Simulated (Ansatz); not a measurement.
`C=C[Si](O)O` radical. Charge 0, multiplicity 2.

```xyz
10

C    -1.709   -0.223    0.537
C    -0.467   -0.703    0.579
Si    0.801   -0.297   -0.705
O     0.432    1.097   -1.502
O     2.240   -0.222    0.101
H    -2.027    0.464   -0.242
H    -2.460   -0.496    1.273
H    -0.198   -1.408    1.364
H     0.358    1.899   -0.976
H     3.031   -0.112   -0.430
```

(1) What are the harmonic wavenumbers in cm⁻¹ at PBE0-D4/def2-TZVP (Ansatz, finite differences of forces, unscaled)? (Best estimate.)

(2) Is this a minimum?

(3) Give the ideal-gas thermochemistry at 298.15 K and 1 bar (rigid rotor, harmonic oscillator; point group C1, symmetry number 1).

(4) Rotational constants (cm⁻¹)?

## Answers

(1) The calculation gave: 91, 154, 173, 255, 268, 347, 393, 544, 657, 772, 831, 881, 922, 994, 1008, 1042, 1281, 1433, 1649, 3132, 3154, 3216, 3855, 3916.

(2) Yes, all 24 modes are real.

(3) Zero-point energy 185.2 kJ/mol; H(298) − E = 206.5 kJ/mol; entropy 348.1 J/(mol·K), of which translation 164.9, rotation 110.2, vibration 67.2, electronic 5.8; G(298) − E = 102.7 kJ/mol. Modes under 100 cm⁻¹ are hindered rotations or soft bends, so the harmonic entropy is rough.

(4) 0.2165, 0.1044, 0.07553.
